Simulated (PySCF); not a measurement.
# Sc¹⁶⁺ (scandium, charge +16) across methods

[He] 2s2 2p1, 2P determinant. Calculation: PySCF 2.14, in an even-tempered Gaussian basis (20 s from 2.4 bohr⁻², ratio 2.2; 11 p from 3.1 bohr⁻², ratio 2.2; 6 d from 14 bohr⁻², ratio 2.4; 5 f from 22 bohr⁻², ratio 2.4; 5 g from 32 bohr⁻², ratio 2.4); scalar relativity by spin-free X2C-1e.

| method | E (hartree) | mean ε 2s α (eV) | mean ε 2s β (eV) | mean ε 2p α (eV) | Σ⟨r²⟩ (bohr²) | ⟨S²⟩ |
| --- | --- | --- | --- | --- | --- | --- |
| TPSSh | -562.508 | -1109.5 | -1100.1 | -1058.4 | 0.3257 | 0.750 |
| UHF | -562.24441 | -1139.6 | -1123.5 | -1092.2 | 0.3260 | 0.750 |
| PBE0 | -562.289 | -1113.4 | -1103.3 | -1062.3 | 0.3260 | 0.750 |
| PBE | -562.259 | -1104.2 | -1096.0 | -1052.1 | 0.3260 | 0.750 |
| r2SCAN | -562.345 | -1107.2 | -1097.7 | -1056.6 | 0.3259 | 0.750 |
| r2SCAN0 | -562.357 | -1115.5 | -1104.5 | -1065.6 | 0.3259 | 0.750 |

Question: Estimate the same row for LDA.

Answer: E (hartree) = -560.540; mean ε 2s α (eV) = -1102.3; mean ε 2s β (eV) = -1093.8; mean ε 2p α (eV) = -1049.5; Σ⟨r²⟩ (bohr²) = 0.3268; ⟨S²⟩ = 0.750.
